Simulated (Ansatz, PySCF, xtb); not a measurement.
Pair of molecules: selenium dioxide (SMILES O=[Se]=O) (first 3 atoms) with C2H4 (SMILES C=C); geometry from B3LYP-D3(BJ)/def2-TZVP.
(charge 0, multiplicity 1):
| atom | x (Å) | y (Å) | z (Å) |
|---|---|---|---|
| O | 1.1723 | -0.9372 | 1.0497 |
| Se | -0.2747 | -0.3014 | 1.3751 |
| O | -0.3172 | 1.3035 | 1.2132 |
| C | 0.6530 | -0.2393 | 4.4194 |
| C | -0.6056 | 0.1483 | 4.6003 |
| H | 0.9777 | -1.2480 | 4.6431 |
| H | 1.4073 | 0.4388 | 4.0397 |
| H | -0.9259 | 1.1576 | 4.3728 |
| H | -1.3591 | -0.5286 | 4.9847 |

Monomers are frozen at their geometry in the pair; levels with a basis set take the counterpoise correction. Rows marked so take none.

Rows in 6-31G* carry no dispersion term and start afresh at each structure (6-31G* with six Cartesian d functions); the Pople sets are all-electron and without relativity.

Run with Ansatz (a program for electronic structure); PySCF for 6-31G* rows, the dispersion terms; xtb for the GFN methods. 

**Question.** One of these levels gives -3.03 kcal/mol for the interaction energy. Which?
A) GFN-FF
B) B3LYP/6-31G* (no counterpoise)
C) BLYP-D4/def2-TZVPPD
D) M06-2X/6-31G* (no counterpoise)

**Answer.** B, B3LYP/6-31G* (no counterpoise). The others give -1.11 (GFN-FF), -4.27 (BLYP-D4/def2-TZVPPD), -5.35 (M06-2X/6-31G* (no counterpoise))
